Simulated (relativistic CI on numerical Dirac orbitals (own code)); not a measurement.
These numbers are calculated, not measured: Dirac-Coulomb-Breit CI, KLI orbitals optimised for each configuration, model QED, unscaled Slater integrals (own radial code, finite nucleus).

The strongest absorption lines from the ground level of an ion, among the configurations computed and to levels below about 5630 eV (vacuum wavelength in Å, gf): 3.0013 (0.1), 3.0444 (0.068), 4.1524 (0.27), 4.2102 (0.041), 4.3290 (0.25), 10.876 (0.00054), 27.760 (0.57), 87.300 (0.053).

Question: Which ion is it?
A. Yb⁵⁸⁺
B. Yb⁵⁶⁺
C. Hg⁶⁸⁺
D. Yb⁶⁰⁺

Answer: A. Yb⁵⁸⁺ has 12 electrons and the ground level 3s2 1S_0; the strongest line goes to 3s.3p 1P°_1. The pattern of lines fixes the number of electrons, and along that sequence the line energies rise steadily with the charge (about as its square where n changes within one kind of shell, about linearly where n is kept but much faster in heavy ions where fine structure, which grows about as Z⁴, sets the gap, and irregularly where shells cross), which fixes Z. Configurations outside the model, such as inner-shell arrays, can give stronger lines. At this charge energies of transitions that change n are usually good to better than 1 %, and those within a shell (Δn = 0) to a few per cent.

LS names give the leading component of a level, which can be under half, so a name can repeat, a term be missing and a line seem to break the LS rules.
